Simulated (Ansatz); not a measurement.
Consider the ligand exchange at the Si–C bond: `O[SiH](O)C[SiH2]F` + HBr → `O[SiH](O)Br` + `C[SiH2]F`.

Calculated with Ansatz (gas phase, PBE0-D4/def2-TZVP geometries, no zero-point term in ΔE). CCSD(T)/CBS is the MP2 limit (def2-TZVPP, def2-QZVPP) plus CCSD(T) − MP2 in def2-TZVPP, frozen cores. DFT in def2-TZVPP. B3LYP here is the variant with VWN-RPA as its local correlation; programs differ in this. For Br outer-core shells are correlated without core-valence functions, which leaves a few kJ/mol of doubt a bond. Scalar relativity is left out up to krypton. One conformer a species, not always the lowest.

```
             level  ΔE (kJ/mol)  difference from CCSD(T)/CBS
           ωB97M-V        -84.0                          2.3
            B2PLYP        -90.3                         -4.0
            r2SCAN        -89.8                         -3.5
              PBE0        -90.7                         -4.4
             B3LYP        -93.2                         -6.9
CCSD(T)/def2-TZVPP        -80.7                          5.6
     HF/def2-QZVPP       -102.0                        -15.7
    MP2/def2-QZVPP        -89.4                         -3.1
     MP2/CBS(def2)        -91.6                         -5.3
    CCSD/CBS(def2)        -88.2                         -1.9
       CCSD(T)/CBS        -86.3                            0
```

Largest T1 diagnostic among the species: 0.011.

The D4 term adds +8.4 kJ/mol with B3LYP and +5.0 kJ/mol with PBE0; it sums over pairs of atoms, weighted by their polarisabilities, and B3LYP, whose exchange is more repulsive, gets the larger term. In def2-TZVPP, CCSD(T) changes the Hartree–Fock value by +20.9 kJ/mol (the triples alone add +2.0 kJ/mol) and MP2 by +15.6 kJ/mol.
